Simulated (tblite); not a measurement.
Record of a relaxation.

C3H8BNS.
Numbering: `[BH3-:1][N+:2]#[C:3][CH2:4][S:5][CH3:6]` (hydrogens: H7, H8, H9 on B1; H10, H11 on C4; H12, H13, H14 on C6)
Bond orders are those of one Lewis drawing.

Computed with GFN2-xTB (tblite), gas phase: L-BFGS steps from a force-field or distance-geometry start until the largest atomic force falls under 0.01 eV/Å. 9 of its 82 geometries are shown.

Step 0: E = -485.6076 eV, largest atomic force 2.466 eV/Å
```
atom  x, y, z in Å  |  force x, y, z in eV/Å
B1     -2.701   -0.211    0.935    0.197   0.419  -0.059
N2     -1.565    0.361    0.129    0.535   0.047  -0.299
C3     -0.672    0.796   -0.479   -0.892  -0.150  -0.110
C4      0.415    1.368   -1.290   -1.713  -1.750  -0.288
S5      1.872    1.438   -0.251    1.338   1.444   0.486
C6      2.581   -0.140    0.210    0.809  -1.548   0.743
H7     -2.928   -1.338    0.661    0.255  -0.106  -0.448
H8     -2.383   -0.157    2.071    0.343   0.153   0.255
H9     -3.660    0.481    0.769    0.175   0.112  -0.265
H10     0.130    2.381   -1.609    0.368  -0.191   0.277
H11     0.556    0.730   -2.208   -0.004   0.457   0.722
H12     2.645   -0.891   -0.602   -0.253   0.589   0.311
H13     2.058   -0.589    1.093    0.210   0.381  -0.807
H14     3.652    0.049    0.551   -1.369   0.141  -0.520
```

Step 10: E = -486.0296 eV, largest atomic force 0.386 eV/Å
```
atom  x, y, z in Å  |  force x, y, z in eV/Å
B1     -2.690   -0.196    0.950    0.157   0.042  -0.122
N2     -1.582    0.326    0.149    0.052   0.015   0.032
C3     -0.720    0.748   -0.492   -0.071  -0.092   0.195
C4      0.377    1.275   -1.230   -0.004   0.020   0.000
S5      1.928    1.500   -0.261    0.259   0.179   0.223
C6      2.561   -0.141    0.207   -0.151   0.121  -0.094
H7     -2.844   -1.318    0.572   -0.035   0.026   0.072
H8     -2.309   -0.115    2.080   -0.052  -0.037  -0.043
H9     -3.612    0.523    0.714   -0.011  -0.037   0.034
H10     0.167    2.309   -1.516   -0.066  -0.051  -0.128
H11     0.585    0.671   -2.110    0.055  -0.079  -0.109
H12     2.567   -0.812   -0.641   -0.040  -0.033  -0.121
H13     1.992   -0.552    1.031   -0.130  -0.032   0.042
H14     3.579    0.061    0.526    0.037  -0.043   0.020
```

Step 20: E = -486.0927 eV, largest atomic force 0.132 eV/Å
```
atom  x, y, z in Å  |  force x, y, z in eV/Å
B1     -2.659   -0.193    0.945   -0.010  -0.043   0.048
N2     -1.522    0.316    0.187   -0.057  -0.043   0.073
C3     -0.626    0.715   -0.416   -0.052   0.058  -0.066
C4      0.440    1.261   -1.191   -0.015  -0.026  -0.044
S5      1.966    1.600   -0.218    0.031   0.090   0.071
C6      2.487   -0.091    0.174   -0.037  -0.010  -0.026
H7     -2.827   -1.317    0.571    0.023   0.062   0.035
H8     -2.313   -0.129    2.087   -0.058  -0.027  -0.027
H9     -3.584    0.525    0.700    0.128  -0.033   0.000
H10     0.131    2.227   -1.590    0.042   0.101  -0.018
H11     0.702    0.598   -2.015    0.037  -0.080  -0.041
H12     2.447   -0.693   -0.727    0.033  -0.061  -0.059
H13     1.847   -0.512    0.943   -0.036  -0.002   0.035
H14     3.510   -0.026    0.529   -0.028   0.013   0.018
```

Step 30: E = -486.1041 eV, largest atomic force 0.097 eV/Å
```
atom  x, y, z in Å  |  force x, y, z in eV/Å
B1     -2.634   -0.202    0.957   -0.074  -0.024   0.058
N2     -1.491    0.309    0.212   -0.001   0.002   0.008
C3     -0.638    0.738   -0.433    0.011   0.023  -0.009
C4      0.439    1.269   -1.204    0.032   0.007  -0.018
S5      1.945    1.611   -0.191   -0.014   0.032  -0.023
C6      2.458   -0.089    0.167    0.003  -0.037   0.022
H7     -2.810   -1.322    0.582    0.033   0.046  -0.008
H8     -2.333   -0.151    2.111    0.027   0.010  -0.040
H9     -3.539    0.532    0.691    0.042  -0.036   0.007
H10     0.164    2.234   -1.632   -0.025   0.007  -0.004
H11     0.725    0.578   -2.000   -0.005  -0.004  -0.024
H12     2.439   -0.680   -0.745    0.006   0.015   0.001
H13     1.800   -0.517    0.919    0.007  -0.036  -0.002
H14     3.474   -0.031    0.544   -0.042  -0.005   0.032
```

Step 40: E = -486.1092 eV, largest atomic force 0.158 eV/Å
```
atom  x, y, z in Å  |  force x, y, z in eV/Å
B1     -2.602   -0.201    0.968   -0.136  -0.038   0.070
N2     -1.474    0.328    0.221    0.003  -0.003  -0.024
C3     -0.641    0.756   -0.450    0.012   0.006  -0.008
C4      0.433    1.278   -1.227    0.062   0.009  -0.020
S5      1.925    1.605   -0.184   -0.023   0.019  -0.027
C6      2.428   -0.099    0.178    0.020  -0.031   0.011
H7     -2.762   -1.317    0.576    0.027   0.016   0.020
H8     -2.300   -0.152    2.122    0.015   0.001  -0.040
H9     -3.517    0.520    0.703    0.020  -0.021   0.032
H10     0.159    2.241   -1.661    0.033  -0.006   0.017
H11     0.717    0.579   -2.017    0.016   0.022  -0.006
H12     2.458   -0.669   -0.748    0.013  -0.005   0.043
H13     1.748   -0.554    0.895   -0.014   0.040  -0.059
H14     3.425   -0.035    0.604   -0.048  -0.008  -0.009
```

Step 51: E = -486.1235 eV, largest atomic force 0.073 eV/Å
```
atom  x, y, z in Å  |  force x, y, z in eV/Å
B1     -2.522   -0.203    1.000   -0.048  -0.047   0.028
N2     -1.462    0.382    0.191    0.033  -0.012  -0.028
C3     -0.643    0.790   -0.510   -0.011   0.037  -0.005
C4      0.443    1.299   -1.282    0.030   0.023  -0.018
S5      1.912    1.599   -0.205    0.017   0.016   0.007
C6      2.331   -0.119    0.192    0.017  -0.038   0.047
H7     -2.621   -1.325    0.608   -0.027  -0.036   0.002
H8     -2.154   -0.147    2.132    0.049   0.028  -0.001
H9     -3.500    0.450    0.809    0.013   0.018  -0.024
H10     0.197    2.271   -1.714   -0.023   0.002   0.006
H11     0.737    0.606   -2.074   -0.032  -0.011   0.020
H12     2.549   -0.661   -0.726   -0.003   0.007   0.057
H13     1.514   -0.586    0.738    0.034   0.036  -0.045
H14     3.218   -0.076    0.819   -0.051  -0.023  -0.045
```

Step 61: E = -486.1278 eV, largest atomic force 0.022 eV/Å
```
atom  x, y, z in Å  |  force x, y, z in eV/Å
B1     -2.494   -0.215    1.005    0.003   0.003   0.003
N2     -1.458    0.374    0.167    0.004  -0.009  -0.004
C3     -0.647    0.817   -0.524    0.004  -0.013  -0.009
C4      0.444    1.318   -1.294    0.008   0.005  -0.001
S5      1.919    1.598   -0.218    0.009  -0.002   0.006
C6      2.301   -0.125    0.199   -0.004  -0.006  -0.001
H7     -2.601   -1.344    0.633    0.004  -0.010   0.004
H8     -2.080   -0.131    2.120    0.003  -0.003   0.010
H9     -3.479    0.431    0.832   -0.002   0.014  -0.006
H10     0.209    2.290   -1.728   -0.011   0.008   0.004
H11     0.723    0.614   -2.081    0.006   0.006  -0.011
H12     2.580   -0.666   -0.701   -0.011  -0.003   0.007
H13     1.441   -0.583    0.680    0.007   0.002   0.005
H14     3.141   -0.097    0.886   -0.019   0.008  -0.007
```

Step 71: E = -486.1291 eV, largest atomic force 0.033 eV/Å
```
atom  x, y, z in Å  |  force x, y, z in eV/Å
B1     -2.466   -0.220    1.010    0.000  -0.001   0.004
N2     -1.440    0.360    0.152    0.008  -0.010  -0.003
C3     -0.639    0.806   -0.547   -0.005  -0.007   0.002
C4      0.446    1.329   -1.311    0.003   0.000   0.002
S5      1.917    1.594   -0.226   -0.001   0.000   0.009
C6      2.268   -0.131    0.208    0.006  -0.003  -0.009
H7     -2.582   -1.354    0.658    0.002  -0.005  -0.006
H8     -2.038   -0.122    2.119    0.008   0.002   0.008
H9     -3.449    0.430    0.841   -0.010   0.005  -0.005
H10     0.200    2.309   -1.721    0.011  -0.001  -0.007
H11     0.733    0.645   -2.113   -0.015   0.005  -0.014
H12     2.576   -0.680   -0.677   -0.001   0.006  -0.019
H13     1.390   -0.585    0.658   -0.002   0.022   0.025
H14     3.083   -0.102    0.924   -0.003  -0.015   0.013
```

Step 81: E = -486.1297 eV, largest atomic force 0.008 eV/Å
```
atom  x, y, z in Å  |  force x, y, z in eV/Å
B1     -2.467   -0.222    1.008    0.001  -0.003  -0.001
N2     -1.433    0.341    0.149    0.002   0.006   0.003
C3     -0.633    0.793   -0.548   -0.004   0.003   0.003
C4      0.447    1.329   -1.310    0.002   0.001   0.001
S5      1.919    1.596   -0.226   -0.001  -0.004   0.000
C6      2.270   -0.129    0.211   -0.001  -0.005  -0.001
H7     -2.595   -1.357    0.665    0.002  -0.002  -0.004
H8     -2.042   -0.120    2.118    0.004   0.003  -0.003
H9     -3.442    0.439    0.827   -0.001  -0.006   0.003
H10     0.195    2.313   -1.709    0.002   0.000  -0.004
H11     0.732    0.657   -2.123    0.003   0.001   0.001
H12     2.552   -0.683   -0.680   -0.006  -0.004   0.001
H13     1.397   -0.570    0.685    0.001   0.005   0.006
H14     3.100   -0.105    0.910   -0.005   0.003  -0.004
```

Problem. Summarise the path.

Solution. The energy falls by 0.5220 eV from step 0 to step 81; nine tenths of that is first reached at step 17. It rises by more than 0.2 meV at step 2. The largest force goes from 2.466 to 0.008 eV/Å. Among the bonds C4–S5 changes most, from 1.792 to 1.848 Å; the atoms move by 0.346 Å rms after alignment.

Problem. Follow the three bonds and two angles with the largest change from start to end.

Solution. 
```tsv
step	E above end (eV)	largest force (eV/Å)	C4–S5 (Å)	C6–H14 (Å)	B1–N2 (Å)	C4–S5–C6 (°)	N2–B1–H7 (°)
0	0.5220	2.466	1.792	1.139	1.506	115.9	112.5
4	0.2053	0.637	1.885	1.086	1.481	111.4	110.6
7	0.1258	0.326	1.865	1.090	1.457	109.2	106.1
11	0.0911	0.339	1.846	1.087	1.459	107.7	105.2
14	0.0695	0.272	1.861	1.090	1.447	104.0	105.9
18	0.0442	0.196	1.838	1.083	1.458	100.9	106.0
21	0.0347	0.124	1.847	1.087	1.457	100.3	106.0
25	0.0293	0.118	1.848	1.085	1.461	99.7	106.1
28	0.0269	0.067	1.845	1.085	1.459	99.4	106.5
32	0.0245	0.071	1.846	1.086	1.459	99.6	106.1
35	0.0231	0.109	1.844	1.084	1.461	99.5	105.7
39	0.0213	0.110	1.847	1.086	1.454	99.7	106.0
42	0.0180	0.093	1.849	1.087	1.454	99.9	105.6
46	0.0119	0.139	1.846	1.085	1.463	99.1	104.1
49	0.0093	0.153	1.848	1.083	1.453	99.0	104.6
53	0.0048	0.050	1.845	1.085	1.460	99.1	105.1
56	0.0031	0.053	1.847	1.084	1.462	99.0	105.3
60	0.0019	0.029	1.847	1.086	1.458	99.1	105.5
63	0.0017	0.023	1.847	1.085	1.458	99.0	105.4
67	0.0013	0.034	1.848	1.085	1.458	99.0	105.4
70	0.0007	0.033	1.847	1.085	1.457	99.1	105.8
74	0.0003	0.030	1.846	1.084	1.458	99.1	105.9
77	0.0001	0.013	1.847	1.085	1.458	99.1	105.9
81	0.0000	0.008	1.848	1.085	1.458	99.1	106.0
```

What follows is the cost of the whole relaxation. The run took 0.69 s on one thread, Arm Neoverse N1 (aarch64) (shared host).
